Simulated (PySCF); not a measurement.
Molecule: SMILES O=C(O)CC[SiH3], C3H8O2Si.

Molfile (atoms numbered from 1):
```
C3H8O2Si
     RDKit          3D

 14 13  0  0  0  0  0  0  0  0999 V2000
    1.0663    0.8515   -0.8267 O   0  0  0  0  0  0  0  0  0  0  0  0
    1.4559   -0.0126   -0.0812 C   0  0  0  0  0  0  0  0  0  0  0  0
    2.7291   -0.4130   -0.0507 O   0  0  0  0  0  0  0  0  0  0  0  0
    0.5782   -0.7735    0.8716 C   0  0  0  0  0  0  0  0  0  0  0  0
   -0.7001   -0.0283    1.2310 C   0  0  0  0  0  0  0  0  0  0  0  0
   -1.7528    0.6148   -0.2202 Si  0  0  0  0  0  4  0  0  0  0  0  0
    3.1986    0.1040   -0.7240 H   0  0  0  0  0  0  0  0  0  0  0  0
    0.3437   -1.7274    0.3648 H   0  0  0  0  0  0  0  0  0  0  0  0
    1.1730   -1.0489    1.7566 H   0  0  0  0  0  0  0  0  0  0  0  0
   -1.3437   -0.6934    1.8285 H   0  0  0  0  0  0  0  0  0  0  0  0
   -0.4680    0.8317    1.8821 H   0  0  0  0  0  0  0  0  0  0  0  0
   -1.4692    2.0279   -0.5942 H   0  0  0  0  0  0  0  0  0  0  0  0
   -1.6264   -0.2839   -1.4084 H   0  0  0  0  0  0  0  0  0  0  0  0
   -3.1848    0.5584    0.2275 H   0  0  0  0  0  0  0  0  0  0  0  0
  1  2  2  0
  2  3  1  0
  2  4  1  0
  4  5  1  0
  5  6  1  0
  3  7  1  0
  4  8  1  0
  4  9  1  0
  5 10  1  0
  5 11  1  0
  6 12  1  0
  6 13  1  0
  6 14  1  0
M  END
```

Geometry PBE0-D3(BJ)/def2-SVP throughout; GIAO in PySCF 2.14.0 with density-fitted response routines, gas phase, one conformer, non-relativistic; equivalent atoms averaged; basis pcSseg-1.

(1) How do the shifts δ (against H2O, TMS at the same level) depend on the functional? (a selection of nuclei; ppm; last column core-seconds on shared hosts with different chips, so compare them loosely; the GGAs took longer than the global hybrids here, which isn't the general rule, and the cause wasn't traced)

(2) Which nucleus among those listed moves most, in ppm?

Answers

(1) 
```
functional                    kind     O1     O3     C2    C4   C5    H7  H12/H13/H14  H8/H9  H10/H11  core-s
        HF            Hartree–Fock  414.5  181.3  183.8  27.5  2.0  6.05         3.83   2.24     0.62     5.9
       LDA                     LDA  445.6  236.0  182.3  31.7  3.2  5.84         4.27   2.52     0.84      14
       PBE                     GGA  428.3  224.9  176.4  31.2  4.7  5.65         4.10   2.46     0.81      18
      BLYP                     GGA  431.1  226.6  178.0  31.9  6.1  5.61         4.00   2.46     0.79      18
      BP86                     GGA  424.3  222.3  176.7  31.5  4.8  5.66         4.10   2.47     0.80      18
      OPBE                     GGA  410.9  213.9  168.7  30.1  4.3  5.68         4.06   2.47     0.82      18
       KT2                     GGA  402.6  212.5  168.7  30.2  4.8  5.50         4.06   2.43     0.81      23
       KT3                     GGA  399.1  209.3  166.4  30.2  5.8  5.51         3.90   2.43     0.81      22
     B97-D                     GGA  410.5  215.4  172.6  31.1  5.5  5.67         3.95   2.46     0.79      21
     B3LYP           global hybrid  433.8  217.0  181.3  31.1  4.8  5.74         3.95   2.40     0.75      13
      PBE0           global hybrid  430.8  212.8  180.3  30.4  3.4  5.79         4.04   2.39     0.75      13
  mPW1PW91           global hybrid  430.6  212.2  180.4  30.5  3.5  5.79         4.00   2.39     0.74      14
      WP04           global hybrid  418.8  205.7  182.1  32.9  6.6  6.02         3.43   2.37     0.72      11
     B97-2           global hybrid  418.8  208.4  177.0  30.3  4.1  5.76         3.95   2.39     0.75      11
 BHandHLYP           global hybrid  432.9  203.7  184.2  29.9  3.5  5.89         3.88   2.33     0.69      11
 CAM-B3LYP  range-separated hybrid  436.5  214.4  184.5  30.5  3.6  5.83         3.95   2.35     0.70      14
   wB97X-D  range-separated hybrid  426.7  208.3  181.5  30.4  3.0  5.83         4.00   2.33     0.70      14
   LC-wPBE  range-separated hybrid  427.9  206.4  185.3  29.6  1.6  5.88         3.95   2.28     0.65      19
```

(2) O3 (acid hydroxyl oxygen): from 181.3 ppm with HF to 236.0 ppm with LDA. The smallest spread is 0.23 ppm, at H10/H11. Proton shifts span only some 12 ppm, so a few tenths of a ppm matter as much there as several ppm in carbon.
